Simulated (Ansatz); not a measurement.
Consider the redistribution: `[NH2][SnH2][NH2]` + `C[SiH](Cl)Br` → `[NH2][SnH2][Cl]` + `C[SiH](N)Br`.

Isolated molecules relaxed with PBE0-D4/def2-TZVP in Ansatz; ΔE leaves out vibrations. CCSD(T)/CBS is the MP2 limit (def2-TZVPP, def2-QZVPP) plus CCSD(T) − MP2 in def2-TZVPP, frozen cores. def2 core potentials past Kr. For Br, Sn outer-core shells are correlated without core-valence functions, which leaves a few kJ/mol of doubt a bond. Scalar relativity is left out up to krypton. One conformer a species, not always the lowest.

`[NH2][SnH2][NH2]`:

Cartesian coordinates in Å:
```
N 0.044 -0.548 1.588
Sn -0.502 0.427 -0.096
N 0.881 -0.237 -1.412
H -0.624 -0.488 2.345
H 0.949 -0.268 1.944
H -0.329 2.133 -0.087
H -2.125 -0.048 -0.381
H 0.814 -1.228 -1.606
H 0.893 0.256 -2.295
```

`C[SiH](Cl)Br`:

Z-matrix (Å, degrees):
```
C
Si 1 1.848
H 1 1.092 2 110.1
H 1 1.092 2 110.4 3 120.0
H 1 1.093 2 110.0 3 -120.0
Cl 2 2.049 1 109.8 3 179.9
Br 2 2.216 1 109.8 3 -60.3
H 2 1.478 1 113.5 3 59.6
```

`[NH2][SnH2][Cl]`:

```xyz
7

N     1.140    0.506    0.449
Sn   -0.391   -0.369   -0.513
Cl   -2.381   -0.150    0.714
H     1.348    0.092    1.349
H     1.024    1.502    0.585
H    -0.087   -2.036   -0.611
H    -0.654    0.456   -1.973
```

`C[SiH](N)Br`:

Z-matrix (Å, degrees):
```
C
Si 1 1.854
H 1 1.093 2 110.6
H 1 1.093 2 110.2 3 -120.2
H 1 1.091 2 110.5 3 119.4
N 2 1.706 1 110.1 3 60.0
Br 2 2.254 1 106.8 3 -64.0
H 2 1.480 1 114.1 3 -179.0
H 6 1.008 2 119.4 1 169.7
H 6 1.008 2 119.7 1 -48.5
```

```tsv
level	ΔE (kcal/mol)
HF/def2-TZVPP	-20.1
CCSD/def2-TZVPP	-16.1
HF/def2-QZVPP	-20.2
MP2/def2-QZVPP	-15.4
```

**Question.** What does CCSD(T)/CBS give? (An estimate is asked.)

**Answer.** Computed: -15.9 kcal/mol. The listed levels differ from it by -4.2, -0.2, -4.3, 0.5 kcal/mol.

Largest T1 diagnostic among the species: 0.012.

In def2-TZVPP, CCSD(T) changes the Hartree–Fock value by +4.5 kcal/mol (the triples alone add +0.6 kcal/mol) and MP2 by +5.0 kcal/mol. From PBE to PBE0 (25 % exact exchange), in def2-TZVPP and without D4, ΔE moves by −0.8 kcal/mol.
